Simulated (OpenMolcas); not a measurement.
Cr V: effect of the basis set

```yaml
Program: OpenMolcas 26.06
Method: CASSCF
Active_space: 2 electrons in 5 orbitals (3d)
State_averaging: 2S+1 = 3 even, 10 roots; 2S+1 = 1 even, 15 roots
Spin-orbit_coupling: state interaction with AMFI integrals over the reference wave functions, term energies averaged over their components
```

A. ANO-R1 [5s3p3d1f], X2C, finite nucleus; cost roughly 5 core-seconds
B. ANO-R2 [6s4p4d2f], X2C, finite nucleus; cost about 9 core-seconds
C. ANO-RCC-VTZP [6s5p3d2f1g], DKH2, point nucleus; cost of the order of 6 core-seconds
D. ANO-L-VTZP [6s5p3d2f1g], non-relativistic, point nucleus; cost about 5 core-seconds
E. ANO-R3 [7s5p5d3f1g], X2C, finite nucleus; cost of the order of 8 core-seconds
F. ANO-RCC-VQZP [7s6p4d3f2g1h], DKH2, point nucleus; cost roughly 5 core-seconds

Energies in cm-1 above 3d2 3F2, the measured ground level; measured values from Sugar and Corliss, J. Phys. Chem. Ref. Data 6, 317 (1977).

```csv
Level,A,B,C,D,E,F,Measured
3d2 3F2,0.0,0.0,0.0,0.0,0.0,0.0,0.0
3d2 3F3,484,511,505,540,496,501,508
3d2 3F4,1106,1168,1153,1233,1132,1144,1142
3d2 1D2,16129,16468,16452,16561,16483,16478,13188
3d2 3P0,18905,19299,19267,19409,19306,19297,15492
3d2 3P1,19076,19480,19445,19600,19481,19473,15677
3d2 3P2,19451,19878,19838,20023,19865,19862,16041
3d2 1G4,24800,25260,25239,25408,25273,25266,22019
3d2 1S0,60317,61249,61249,61559,61304,61283,51146
```

Deviations, from unrounded energies. A percentage is the sum of absolute deviations over the sum of measured energies, with the sign that they share, or ± where signs differ.

| Against measurement | Levels | A | B | C | D | E | F |
| --- | --- | --- | --- | --- | --- | --- | --- |
| mean absolute deviation (cm-1) | 8 | 3100 | 3500 | 3500 | 3600 | 3500 | 3500 |
| fine structure of the ground term (%) | 2 | -3.6 | +1.8 | ±0.9 | +7.5 | -1.3 | ±0.6 |
| other terms of the ground configuration (%) | 6 | +18.8 | +21.0 | +20.9 | +21.7 | +21.1 | +21.0 |

A lies closest to measurement on these levels and D furthest from it. The largest miss of A in the table is 3d2 1S0, by +9200 cm-1. The ranking rests on the paired levels alone, and a cruder setting can come out closer through cancelling errors.

Among A to F the level of the table that moves most is 3d2 1S0, by 1200 cm-1 (lowest in A, highest in D).

Without dynamic correlation excited terms often stand tens of per cent too high (terms of higher spin than the ground term too low), and those without a measured partner can miss by more than the paired ones. The basis is small and was not contracted for so high a charge (holds for A). Measured partners are found by configuration, term and J. A level has none where our copy of the source lacks it or the pairing is in doubt (some pairs that miss far off the trend of their configuration count as doubtful), and it then counts in no deviation. Levels of configurations outside the active space are missing.
